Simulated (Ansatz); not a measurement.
Nb (SMILES [Nb]), sextet (core potentials on Nb).

Here is a job for Ansatz (a first-principles code).
Ansatz 0.2 input:
```yaml
crystal:
  periodic: [false, false, false]
  atoms:
    - {symbol: Nb, position_ang: [0.00000000, 0.00000000, 0.00000000]}
basis:
  gaussian:
    orbitals: def2-SVP
hamiltonian:
  xc: {name: wB97X-V}
magnetization: {spin_polarized: true, initial_magnetization: 5}
```

Predict the <S^2> from WB97X-V/def2-SVP run with Ansatz.

8.751

What is the computed number of basis functions (WB97X-V/def2-SVP)?

31

What is the computed total energy (WB97X-V/def2-SVP)?

-56.7509 Eh
